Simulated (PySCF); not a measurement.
C₈H₆SSe, SMILES c1csc(-c2ccc[se]2)c1. Heavy atoms are numbered as in [cH:1]1[cH:2][s:3][c:4](-[c:5]2[cH:6][cH:7][cH:8][se:9]2)[cH:10]1. Hydrogens are named by the atom that carries them.

Coordinates come from a PBE0-D3(BJ)/def2-SVP optimisation. One conformer was computed; it need not be the lowest.

Computed with PBE/pcSseg-1 (PySCF).

GIAO shieldings, no solvent; atoms alike by connectivity are averaged. δ = σ(ref) − σ: ¹³C against TMS (σ = 182.0 ppm); ³³S against H2S (σ = 706.5 ppm); ⁷⁷Se against Me2Se (σ = 1634.8 ppm); ¹H against TMS (σ = 31.49 ppm), references at their B3LYP-D3(BJ)/def2-TZVP geometries, non-relativistic.

Q: Estimate the chemical shifts. (The exact figures need the calculation; the answer reports its results.)

A: 
```json
[
 {"nucleus": "¹³C", "atoms": "C5", "count": "1", "δ (ppm)": "153.3"},
 {"nucleus": "¹³C", "atoms": "C4", "count": "1", "δ (ppm)": "146.6"},
 {"nucleus": "¹³C", "atoms": "C8 (CH)", "count": "1", "δ (ppm)": "135.9"},
 {"nucleus": "¹³C", "atoms": "C7 (CH)", "count": "1", "δ (ppm)": "133.7"},
 {"nucleus": "¹³C", "atoms": "C1 (CH)", "count": "1", "δ (ppm)": "131.8"},
 {"nucleus": "¹³C", "atoms": "C2 (CH)", "count": "1", "δ (ppm)": "128.5"},
 {"nucleus": "¹³C", "atoms": "C6 (CH)", "count": "1", "δ (ppm)": "127.3"},
 {"nucleus": "¹³C", "atoms": "C10 (CH)", "count": "1", "δ (ppm)": "127.0"},
 {"nucleus": "³³S", "atoms": "S3", "count": "1", "δ (ppm)": "441.3"},
 {"nucleus": "⁷⁷Se", "atoms": "Se9", "count": "1", "δ (ppm)": "522.7"},
 {"nucleus": "¹H", "atoms": "H on C6", "count": "1", "δ (ppm)": "7.53"},
 {"nucleus": "¹H", "atoms": "H on C8", "count": "1", "δ (ppm)": "7.40"},
 {"nucleus": "¹H", "atoms": "H on C10", "count": "1", "δ (ppm)": "7.39"},
 {"nucleus": "¹H", "atoms": "H on C7", "count": "1", "δ (ppm)": "7.17"},
 {"nucleus": "¹H", "atoms": "H on C1", "count": "1", "δ (ppm)": "7.13"},
 {"nucleus": "¹H", "atoms": "H on C2", "count": "1", "δ (ppm)": "7.05"}
]
```
